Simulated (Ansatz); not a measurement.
Geometry optimisation, Ansatz 0.2.0, RKS PBE/def2-SVP.

The input (input.yaml):

```yaml
crystal:
  periodic: [false, false, false]
  atoms:
    - { symbol: Zr, position_ang: [0.170844, 0.0, -0.037738] }
    - { symbol: F, position_ang: [0.168817, 0.0, 1.914873] }
    - { symbol: F, position_ang: [1.983771, 0.0, -0.620003] }
    - { symbol: F, position_ang: [-0.66698, 1.556132, -0.754942] }
    - { symbol: F, position_ang: [-0.66698, -1.556132, -0.754942] }
    - { symbol: H, position_ang: [-2.564366, 0.0, 1.307521] }
    - { symbol: H, position_ang: [-1.946606, 0.0, 1.68303] }
basis:
  gaussian: { orbitals: def2-SVP }
hamiltonian:
  xc: pbe
relax:
  f_tol: 0.03
  max_steps: 50
```

Launched with:

```bash
$ ansatz run input.yaml --threads 2 --pin off --max-ram 3072MiB --backend cpu --events-out ev --progress --plain --runs-dir out
```

Task: Where does it end, and by what steps?

Result: The run converged. The force dipped under the threshold on the way, but the program's further checks kept it going. After 7 steps the energy has fallen by 0.099 eV; H6 moved furthest, 0.29 Å.

| step | energy less start (eV) | largest force component (eV/Å) | accepted |
| --- | --- | --- | --- |
| 0 | 0.0000 | 1.579 | yes |
| 1 | -0.0813 | 0.335 | yes |
| 2 | -0.0881 | 0.108 | yes |
| 3 | -0.0938 | 0.171 | yes |
| 4 | -0.0969 | 0.158 | yes |
| 5 | -0.0981 | 0.026 | yes |
| 6 | -0.0982 | 0.047 | yes |
| 7 | -0.0986 | 0.008 | yes |

```xyz
7
Properties=species:S:1:pos:R:3
Zr 0.172 0.000 0.030
F 0.406 0.000 1.931
F 1.916 0.000 -0.740
F -0.707 1.580 -0.590
F -0.707 -1.580 -0.590
H -2.506 0.000 1.022
H -2.095 0.000 1.674
```

Whether the end is a true minimum wasn't checked by a vibrational analysis.

Run time: 8.4 s on 2 threads of Intel(R) Xeon(R) 6975P-C (Granite Rapids), with other jobs on the host, peak memory 0.16 GiB.
